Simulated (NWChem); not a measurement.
CH6ClNSi; SMILES N[Si@@H](C)Cl

```xyz
10

C     -1.5598    -1.1196     0.2364
Si     0.0521    -0.4017    -0.3891
N      1.3791    -1.2789     0.2724
Cl     0.0432     1.6535     0.1002
H     -1.6536    -2.1664    -0.0740
H     -1.6125    -1.0812     1.3306
H     -2.4158    -0.5617    -0.1566
H      0.1968    -0.4399    -1.8619
H      2.3113    -1.1111    -0.0895
H      1.4144    -1.4551     1.2706
```
Atoms are numbered in this order, from 1.

Computed with NWChem. Pople sets run with spherical d functions. The geometry was optimised at B3LYP/6-31G* (spherical d). Ions are spin-unrestricted doublets at the neutral geometry; other ion states weren't tried.

Problem. Predict the results for PBE0/6-31G*. Quantities: −ε(HOMO) (eV).

Solution. 
```json
{
  "−ε(HOMO) (eV)": "7.68"
}
```
